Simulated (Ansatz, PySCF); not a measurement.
Caution: the highest occupied level lies above zero, so the state may not be bound. This singlet lies 1.30 eV below the relaxed triplet at the level frozen-core CCSD(T)/aug-cc-pVTZ // PBE0-D3(BJ)/def2-TZVPD (Ansatz, a quantum-chemistry and plane-wave program).

Cartesian coordinates (Å):
SMILES: [CH3][Al-][F]
```xyz
6

C     -0.6047    -0.0098    -0.0506
Al     1.2328    -0.8351    -0.4078
F      2.2303     0.3471     0.3700
H     -0.6547     1.0047    -0.4764
H     -1.4330    -0.5957    -0.4690
H     -0.7706     0.0887     1.0338
```
Charge -1, spin multiplicity 1.

Q: Give the total energy and HOMO at the level PBE0-D3(BJ)/def2-TZVPD (PySCF).

A: 
total energy: -382.0750 Ha
HOMO: 0.31 eV
